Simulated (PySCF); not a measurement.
**How the method moves the HOMO and LUMO of `C/C=[CH]\[AlH2-][NH3+]`**

Compound: C3H10AlN.
Atom-mapped SMILES: `[CH3:1]/[CH:2]=[CH:3]\[AlH2-:4][NH3+:5]` (hydrogens: H6, H7, H8 on C1; H9 on C2; H10 on C3; H11, H12 on Al4; H13, H14, H15 on N5)

Geometry (PBE0-D3(BJ)/def2-SVP, Å), atoms numbered from 1 in this order:
```
atom  x, y, z in Å
C1    -2.4647   -0.5421    0.1731
C2    -1.7014    0.7263   -0.0402
C3    -0.3625    0.8275   -0.1018
Al4    0.9033   -0.6826    0.0797
N5     2.6968    0.3265   -0.1681
H6    -3.1421   -0.7499   -0.6730
H7    -1.7995   -1.4137    0.2894
H8    -3.0987   -0.4829    1.0743
H9    -2.3309    1.6236   -0.1508
H10    0.0011    1.8564   -0.2665
H11    1.0380   -1.7227   -1.1422
H12    1.1735   -1.2861    1.5485
H13    2.8281    1.0475    0.5429
H14    3.4805   -0.3233   -0.0911
H15    2.7631    0.7780   -1.0815
```

Basis pcSseg-1 throughout (PySCF), one geometry. The structure is a single PBE0-D3(BJ)/def2-SVP conformer in the gas phase; no vibrational or solvent corrections.

Q: How do the orbital energies, the gap and the dipole change with the method?

A: 
```
   method                    kind  HOMO (eV)  LUMO (eV)  gap (eV)  μ (D)  SCF cycles
     BLYP                     GGA      -5.25      -0.90      4.36   5.09          15
    B97-D                     GGA      -5.37      -0.77      4.60   5.10          14
     OPBE                     GGA      -5.39      -0.64      4.75   5.06          14
      PBE                     GGA      -5.42      -0.88      4.54   5.08          14
      KT2                     GGA      -5.43      -0.99      4.44   5.01          15
      KT3                     GGA      -5.43      -1.06      4.38   5.01          14
     BP86                     GGA      -5.51      -0.80      4.71   5.10          14
      LDA                     LDA      -5.52      -1.02      4.50   5.11          14
    B97-2           global hybrid      -6.29      -0.01      6.27   5.12          13
    B3LYP           global hybrid      -6.30      -0.36      5.94   5.14          14
     PBE0           global hybrid      -6.53      -0.02      6.51   5.13          13
 mPW1PW91           global hybrid      -6.55      -0.04      6.52   5.13          12
BHandHLYP           global hybrid      -7.47       0.67      8.15   5.19          12
CAM-B3LYP  range-separated hybrid      -7.82       0.82      8.64   5.19          12
  wB97X-D  range-separated hybrid      -8.37       1.80     10.17   5.14          13
       HF            Hartree–Fock      -8.90       2.89     11.78   5.24          11
  LC-wPBE  range-separated hybrid      -9.22       2.18     11.39   5.21          12
```

The HOMO spans 3.96 eV, from BLYP down to LC-wPBE, and the gap runs from 4.36 eV (BLYP) to 11.78 eV (HF). Over the methods BLYP (0 %), B97-D (0 %), OPBE (0 %), PBE (0 %), KT2 (0 %), KT3 (0 %), BP86 (0 %), LDA (0 %), B97-2 (21 %), B3LYP (20 %), PBE0 (25 %), mPW1PW91 (25 %), BHandHLYP (50 %), HF (100 %), a straight line through the gap against the share of exact exchange rises by 0.73 eV for each 10 % (correlation coefficient 0.998). The dipole ranges from 5.01 D (KT2) to 5.24 D (HF). This basis has no diffuse functions.
